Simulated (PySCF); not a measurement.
Predicted microwave data (PBE0-D3(BJ)/def2-SVP geometry optimisation, gas phase (PySCF)) for one isomer of C3H3BrO:

```
Rotational constants : A = 11461, B = 1351, C = 1209 MHz
Dipole components    : |μa| = 2.23 D, |μb| = 1.51 D, |μc| = 0.00 D
Inertial defect      : 0.00 u·Å²
κ                    : -0.97
```

Task: Which structure is it? (One computed conformer of each.)
A. `[O:1]=[CH:2]/[CH:3]=[CH:4]\[Br:5]` with O1–C2–C3–C4 180°
B. `O=C=C(C)Br`
C. `[CH2:1]=[C:2]([Br:3])[CH:4]=[O:5]` with C1–C2–C4–O5 -1° (2-bromoacrolein)

Result: A. It is O=C/C=C\Br, a near-prolate asymmetric top, point group Cs. The candidates at the same level (rigid rotor, commonest isotopes):

```tsv
SMILES	A (MHz)	B (MHz)	C (MHz)	μa (D)	μb (D)	μc (D)	Δ (u·Å²)	point group	rotor
CC(Br)=C=O	5248	2067	1497	0.01	1.71	0.00	-3.21	Cs	asymmetric top
C=C(Br)C=O	8288	1744	1441	1.14	0.95	0.00	0.00	Cs	near-prolate asymmetric top
O=C/C=C\Br	11461	1351	1209	2.23	1.51	0.00	0.00	Cs	near-prolate asymmetric top
```

`C=C(Br)C=O` has B 29 % too high; `CC(Br)=C=O` has A 54 % too low. In the right answer the mirror of this Cs structure is the ab plane, so μc vanishes by symmetry. No structure here is proved a minimum.
